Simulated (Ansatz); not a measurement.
FH3OSiTe, SMILES `O[SiH](F)[TeH]`, 7 atoms. Charge 0, multiplicity 1. Correlated methods include outer-core shells of Te, which these sets cover unevenly. Te takes the def2 core potential. All runs use 2 threads of an Arm Neoverse V2 on a shared host. Correlated methods freeze the cores.

Task: How many basis functions does each run have, and how long does it take in Ansatz? RKS PBE0-D4/def2-SVP energy; RKS PBE0-D4/def2-TZVP relaxation (11 steps); RKS r2SCANh-D4/def2-TZVPP energy; direct RPA on PBE orbitals/def2-TZVPP energy; RKS ωB97M-V/def2-SVP energy; RHF-MP2/def2-QZVPP energy; RKS LC-ωPBE/def2-TZVPP energy; RKS PBE0-D4/def2-TZVP frequencies; RHF-CCSD(T)/def2-TZVPP energy; RKS ωB97M-V/def2-QZVPP energy; RKS revPBE-D4/def2-TZVPP energy; RKS PBE0-D4/def2-QZVPP energy. (Best estimate.)

Result: Computed: Other jobs shared the machine, so times are rough.

```
                                level                    job  functions  wall time  peak host memory (GiB)
                 RKS PBE0-D4/def2-SVP                 energy         87      1.4 s                    0.17
             RKS revPBE-D4/def2-TZVPP                 energy        196      2.2 s                    0.22
               RKS LC-ωPBE/def2-TZVPP                 energy        196      2.9 s                     0.3
direct RPA on PBE orbitals/def2-TZVPP                 energy        196      5.5 s                    0.42
            RKS r2SCANh-D4/def2-TZVPP                 energy        196      5.5 s                    0.44
                 RKS ωB97M-V/def2-SVP                 energy         87        7 s                    0.26
               RKS PBE0-D4/def2-QZVPP                 energy        356        7 s                       1
                   RHF-MP2/def2-QZVPP                 energy        356       18 s                     1.4
               RKS ωB97M-V/def2-QZVPP                 energy        356       19 s                     1.1
                RKS PBE0-D4/def2-TZVP  relaxation (11 steps)        167       43 s                    0.39
                RKS PBE0-D4/def2-TZVP            frequencies        167      100 s                    0.39
               RHF-CCSD(T)/def2-TZVPP                 energy        196    2.3 min                     2.6
```

LC-ωPBE has ω = 0.4 bohr⁻¹.
